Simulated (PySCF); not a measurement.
Isomers of C6H11ClOSi, mass 162.027 u with the commonest isotopes. Method: PBE0/pcSseg-1 in PySCF (dipole) on a GFN2-xTB geometry, gas phase. One conformer each, none proved a minimum here; rigid rotors.

Question: Order these by rotational constant B, smallest first.
A. `[CH3:1][CH2:2][C:3](=[O:4])/[C:5]([Cl:6])=[CH:7]/[SiH2:8][CH3:9]` with C1–C2–C3–O4 1°, C2–C3–C5–Cl6 -4°, C5–C7–Si8–C9 179°
B. `[CH2:1]=[CH:2][CH2:3][Si@@H:4]([OH:5])[C@H:6]([Cl:7])[CH:8]=[CH2:9]` with C1–C2–C3–Si4 107°, C2–C3–Si4–O5 177°, C3–Si4–O5–H 73°, C3–Si4–C6–Cl7 -66°, Si4–C6–C8–C9 -112°
C. `[CH3:1][O:2][C@@H:3]1[CH:4]=[CH:5][CH2:6][CH2:7][Si@@H:8]1[Cl:9]` with C1–O2–C3–C4 -76°, O2–C3–C4–C5 -170°, C4–C5–C6–C7 58°, C5–C6–C7–Si8 -54°, C6–C7–Si8–Cl9 127°

Answer: A (561.8 MHz), B (785.5 MHz), C (1126 MHz).

Question: Order these by rotational constant A, largest first.
A. `[CH3:1][CH2:2][C:3](=[O:4])/[C:5]([Cl:6])=[CH:7]/[SiH2:8][CH3:9]` with C1–C2–C3–O4 1°, C2–C3–C5–Cl6 -4°, C5–C7–Si8–C9 179°
B. `[CH2:1]=[CH:2][CH2:3][Si@@H:4]([OH:5])[C@H:6]([Cl:7])[CH:8]=[CH2:9]` with C1–C2–C3–Si4 107°, C2–C3–Si4–O5 177°, C3–Si4–O5–H 73°, C3–Si4–C6–Cl7 -66°, Si4–C6–C8–C9 -112°
C. `[CH3:1][O:2][C@@H:3]1[CH:4]=[CH:5][CH2:6][CH2:7][Si@@H:8]1[Cl:9]` with C1–O2–C3–C4 -76°, O2–C3–C4–C5 -170°, C4–C5–C6–C7 58°, C5–C6–C7–Si8 -54°, C6–C7–Si8–Cl9 127°

Answer: A (2283 MHz), B (1292 MHz), C (1266 MHz).

Question: Order these by rotational constant C, smallest first.
A. `[CH3:1][CH2:2][C:3](=[O:4])/[C:5]([Cl:6])=[CH:7]/[SiH2:8][CH3:9]` with C1–C2–C3–O4 1°, C2–C3–C5–Cl6 -4°, C5–C7–Si8–C9 179°
B. `[CH3:1][O:2][C@@H:3]1[CH:4]=[CH:5][CH2:6][CH2:7][Si@@H:8]1[Cl:9]` with C1–O2–C3–C4 -76°, O2–C3–C4–C5 -170°, C4–C5–C6–C7 58°, C5–C6–C7–Si8 -54°, C6–C7–Si8–Cl9 127°
C. `[CH2:1]=[CH:2][CH2:3][Si@@H:4]([OH:5])[C@H:6]([Cl:7])[CH:8]=[CH2:9]` with C1–C2–C3–Si4 107°, C2–C3–Si4–O5 177°, C3–Si4–O5–H 73°, C3–Si4–C6–Cl7 -66°, Si4–C6–C8–C9 -112°

Answer: A (457.4 MHz), B (701.3 MHz), C (725.4 MHz).

```json
{"SMILES": "CCC(=O)/C(Cl)=C/[SiH2]C", "point group": "near Cs", "Ia (u·Å²)": "221.39", "Ib (u·Å²)": "899.60", "Ic (u·Å²)": "1104.99", "κ": "-0.89", "μa (D)": "0.67", "μb (D)": "0.88", "μc (D)": "0.16"}
{"SMILES": "CO[C@@H]1C=CCC[Si@@H]1Cl", "point group": "C1", "Ia (u·Å²)": "399.33", "Ib (u·Å²)": "448.95", "Ic (u·Å²)": "720.60", "κ": "0.50", "μa (D)": "0.34", "μb (D)": "2.50", "μc (D)": "0.96"}
{"SMILES": "C=CC[Si@@H](O)[C@H](Cl)C=C", "point group": "C1", "Ia (u·Å²)": "391.21", "Ib (u·Å²)": "643.40", "Ic (u·Å²)": "696.68", "κ": "-0.79", "μa (D)": "0.21", "μb (D)": "0.19", "μc (D)": "0.64"}
```
